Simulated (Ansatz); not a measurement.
One change: `N#C[CH2][GeH2][F]` becomes `CCC#N`.

Ansatz, PBE0-D4/def2-TZVP geometries, multiplicity 1. Each molecule was computed in one conformer, which needn't be the lowest.

Scalar relativity is left out up to krypton.

```
                                      property  `N#C[CH2][GeH2][F]`
size of the dipole moment (PBE/def2-TZVPP) / D                 1.98
           HOMO–LUMO gap (PBE/def2-TZVPP) / eV                 6.43
zero-point energy (PBE0-D4/def2-TZVP) / kJ/mol                142.5
         HOMO–LUMO gap (B3LYP/def2-TZVPP) / eV                 8.18
           HOMO energy (B3LYP/def2-TZVPP) / eV                -8.84
            HOMO energy (PBE0/def2-TZVPP) / eV                -9.07
```

What does the change do to each property? (Best estimate.)

The calculation gave: 
```json
{"property": "size of the dipole moment (PBE/def2-TZVPP) / D", "`CCC#N`": "4.03", "shift": "2.05"}
{"property": "HOMO–LUMO gap (PBE/def2-TZVPP) / eV", "`CCC#N`": "7.53", "shift": "1.10"}
{"property": "zero-point energy (PBE0-D4/def2-TZVP) / kJ/mol", "`CCC#N`": "195.6", "shift": "53.1"}
{"property": "HOMO–LUMO gap (B3LYP/def2-TZVPP) / eV", "`CCC#N`": "9.25", "shift": "1.07"}
{"property": "HOMO energy (B3LYP/def2-TZVPP) / eV", "`CCC#N`": "-9.08", "shift": "-0.24"}
{"property": "HOMO energy (PBE0/def2-TZVPP) / eV", "`CCC#N`": "-9.31", "shift": "-0.24"}
```

With PBE0 the HOMO falls by 0.24 eV and the LUMO rises by 0.91 eV, so the gap widens by about 1.15 eV. PBE moves the HOMO by -0.18 eV and ωB97M-V by -0.37 eV. Dipoles are sizes alone; their direction can turn.

Positive LUMOs are unbound, so they and the gaps depend on the basis.

B3LYP here is the variant with VWN-RPA as its local correlation; programs differ in this.
